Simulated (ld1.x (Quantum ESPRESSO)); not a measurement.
mercury: one change to an RRKJ potential, before and after

Hg, norm-conserving RRKJ (Kleinman–Bylander form), made with ld1.x (Quantum ESPRESSO) 7.5 (PBEsol, scalar-relativistic). Core [Xe] 4f14, reference 5d10 6s1.5 6p0.5. Waves: 6s (bound): rc 2.15 bohr; 5d (bound): rc 1.95 bohr; 6p (bound): rc 2.35 bohr. Local part: the p channel. Core correction: Bessel-smoothed model core inside 1.45 bohr. rho0 = 0.001.

All-electron outer shells of the reference configuration (PBEsol, scalar-relativistic, ld1.x):

```csv
shell,level (eV),outermost node (bohr),outermost maximum (bohr)
4f,-97.14,–,0.37
5p,-67.73,0.51,0.93
5d,-11.03,0.55,1.17
6s,-7.72,1.08,2.18
6p,-1.58,1.27,3.18
```

Change: core [Kr] 4d10 4f14, valence charge 20; reference 5s2 5p6 5d10 6s2 6p0; waves now 5p (bound): rc 1.70 bohr; 5d (bound): rc 1.40 bohr; 5s (bound): rc 0.90 bohr; local potential the s channel; core correction a·sin(br)/r model core, default radius (core density twice the valence density) (6s counted twice).

Cutoffs: the cutoffs (Ry, on a coarse ladder) from which the occupation-weighted sum of valence levels, in a spherical-Bessel basis at the reference potential, stays within 10 and 1 mRy of its value at 400 Ry; they do not see the model core or the augmentation charge, which bear on the density cutoff. Errors are all-electron minus pseudo energies relative to the spin-unpolarised reference configuration.

What does the change do?

The potential gets harder (40 Ry and 45 Ry → 160 Ry and 260 Ry); the miss of the reference levels goes from 0.00 to 0.15 eV; neither file shows a bound ghost. The added semicore shells are compact, so their waves need more plane waves. In the changed file ld1.x takes every shell without a wave as core, so the model core holds the 6s electrons as well and exchange and correlation see them twice. This cancels in the reference configuration, but the file is broken for other ones, and its errors say nothing about a proper core correction. Several settings change at once here, so the effects cannot be laid on one of them.

| quantity | base | changed |
| --- | --- | --- |
| cutoff, loose | 40 Ry | 160 Ry |
| cutoff, tight | 45 Ry | 260 Ry |
| loose cutoff by channel (10 mRy a level) | s 15 Ry, d 35 Ry, p 6 Ry | p 30 Ry, d 40 Ry, s 140 Ry |
| bound ghosts | none | none |
| largest miss of a reference level, eV | 0.00 | 0.15 |
| largest error over its own tests, meV | -819 | -1370 |
